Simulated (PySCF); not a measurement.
Ligand exchange on a metal centre used in film growth or etching (Mo OH-NH2). Isolated molecules, 0 K electronic values unless said otherwise. One relaxed conformer stands for each flexible species; it need not be the lowest.

Quantity: redistribution energy (mixed species minus the weighted end members), in kcal/mol.

Level 1: PBE-D3(BJ)/def2-TZVP // TPSS-D3(BJ)/def2-SVP (PySCF)
Level 2: B3LYP/6-311+G** (LANL2DZ on Mo) // TPSS-D3(BJ)/def2-SVP (PySCF)
Level 3: PBE/6-31G* (LANL2DZ on Mo) // TPSS-D3(BJ)/def2-SVP (PySCF)
Level 4: frozen-core MP2/6-31G* (LANL2DZ on Mo) // TPSS-D3(BJ)/def2-SVP (PySCF)

| species | level 1 | level 2 | level 3 | level 4 |
|---|---|---|---|---|
| 1 of 6 OH replaced by NH2: [Mo(OH)5(NH2)] | -1.58 | -2.77 | -2.35 | -1.75 |
| 2 of 6 OH replaced by NH2: [Mo(OH)4(NH2)2] | -1.48 | -3.32 | -2.79 | -0.46 |
| 5 of 6 OH replaced by NH2: [Mo(OH)(NH2)5] | -3.49 | -6.03 | -3.67 | -0.47 |
| 3 of 6 OH replaced by NH2: [Mo(OH)3(NH2)3] | -4.58 | -7.48 | -6.11 | -5.13 |
| 4 of 6 OH replaced by NH2: [Mo(OH)2(NH2)4] | -2.95 | -5.21 | -3.20 | 0.14 |
